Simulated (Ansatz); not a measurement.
`[SiH3][N]([SiH3])[AlH][Cl]` + NH₃ → `[NH2][AlH][Cl]` + `[SiH3]N[SiH3]` at 600 K and 1 bar (ligand exchange at the Al–N bond).

Calculated with Ansatz (gas phase, PBE0-D4/def2-TZVP geometries, no zero-point term in ΔE). CCSD(T)/CBS adds triple-zeta CCSD(T) − MP2 to the extrapolated MP2 energy (def2 sets, frozen cores). This one scheme is used for every species. One conformer a species, not always the lowest.

```json
{"species": "`[SiH3][N]([SiH3])[AlH][Cl]`", "CCSD(T)/CBS energy (Eh)": "-1339.00991", "H − E (kJ/mol)": "251.1", "S (J/(mol·K))": "520.6"}
{"species": "NH₃", "CCSD(T)/CBS energy (Eh)": "-56.50880", "H − E (kJ/mol)": "112.4", "S (J/(mol·K))": "219.5"}
{"species": "`[NH2][AlH][Cl]`", "CCSD(T)/CBS energy (Eh)": "-758.40905", "H − E (kJ/mol)": "131.1", "S (J/(mol·K))": "353.8"}
{"species": "`[SiH3]N[SiH3]`", "CCSD(T)/CBS energy (Eh)": "-637.10515", "H − E (kJ/mol)": "230.1", "S (J/(mol·K))": "420.5"}
```

H − E and S are ideal-gas, rigid-rotor, harmonic terms from PBE0-D4/def2-TZVP, for one conformer and one mirror image of each species. 1 Eh = 2625.50 kJ/mol, R = 8.31446 J/(mol·K).

Task: By hand: ΔE, ΔH, ΔS and ΔG.

Result: ΔE = (-758.40905) + (-637.10515) − (-1339.00991) − (-56.50880) = 0.00451 Eh = 11.8 kJ/mol. Δ(H − E) = 131.1 + 230.1 − 251.1 − 112.4 = -2.3, so ΔH = 9.5 kJ/mol. ΔS = 353.8 + 420.5 − 520.6 − 219.5 = 34.2 J/(mol·K). ΔG = 9.5 − 600 × (34.2)/1000 = -11.0 kJ/mol.

Task: By hand: the equilibrium constant, and the temperature at which ΔG would vanish if ΔH and ΔS stayed fixed.

Result: log₁₀ K = −ΔG/(RT ln 10) = 1.0. ΔG = 0 at ΔH/ΔS = 278 K, though so small a ΔH makes that figure unsure.

TΔS isn't small against ΔH here. A doubt of 5 kJ/mol in ΔE shifts log₁₀ K by 0.4 here. Other conformers and mirror images would add mixing entropy, several J/(mol·K) or more a flexible species. Modes under 60 cm⁻¹, often nearly free rotors, make the harmonic entropy too high. These are equilibria of isolated gas molecules and say nothing of rates. Largest T1 diagnostic: 0.011 (customary marks: 0.02 for closed shells, 0.045 for open ones).
